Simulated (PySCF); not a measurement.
ZrOF2, SMILES [O]=[Zr]([F])[F], multiplicity 1. Atoms are numbered in the order given.

```xyz
4

Zr    -0.1707     0.0332     0.0000
O      0.2907     1.7204     0.0000
F      0.2501    -0.8385     1.6883
F      0.2501    -0.8385    -1.6883
```
Charge 0, spin multiplicity 1.

Geometry optimised at B3LYP-D3(BJ)/def2-TZVP. The spin state was assumed, not searched. The def2 effective core potentials stand for the cores of Zr; spin–orbit coupling is left out.

Level of theory: TDA-B3LYP/def2-SVPD (PySCF).

Vertical excitations. Gas-phase values at a fixed geometry. State labels are in the subgroup Cs.

Computed UV-visible absorptions:
| state | symmetry | energy (eV) | λ (nm) | f | main pairs |
|---|---|---|---|---|---|
| S1 | A" | 3.78 | 328 | 0.002 | HOMO→LUMO 99 % |
| S2 | A' | 3.99 | 310 | 0.000 | HOMO−1→LUMO 96 % |
| S3 | A' | 4.25 | 292 | 0.012 | HOMO−2→LUMO 96 % |
| S4 | A' | 5.36 | 231 | 0.008 | HOMO→LUMO+1 97 % |
| S5 | A" | 5.44 | 228 | 0.001 | HOMO−1→LUMO+1 98 % |
| S6 | A" | 5.72 | 217 | 0.000 | HOMO−2→LUMO+1 95 % |
| S7 | A" | 5.90 | 210 | 0.000 | HOMO→LUMO+2 90 % |
| S8 | A' | 6.07 | 204 | 0.003 | HOMO−1→LUMO+2 95 % |
| S9 | A" | 6.35 | 195 | 0.006 | HOMO−3→LUMO 99 % |
| S10 | A' | 6.64 | 187 | 0.020 | HOMO−4→LUMO 87 % |
| T1 | A" | 3.70 | 335 | 0 | HOMO→LUMO 99 % |
| T2 | A' | 3.74 | 331 | 0 | HOMO−1→LUMO 98 % |
| T3 | A' | 3.96 | 313 | 0 | HOMO−2→LUMO 98 % |
| T4 | A' | 5.12 | 242 | 0 | HOMO→LUMO+1 97 % |
Triplets are in the Tamm–Dancoff approximation.
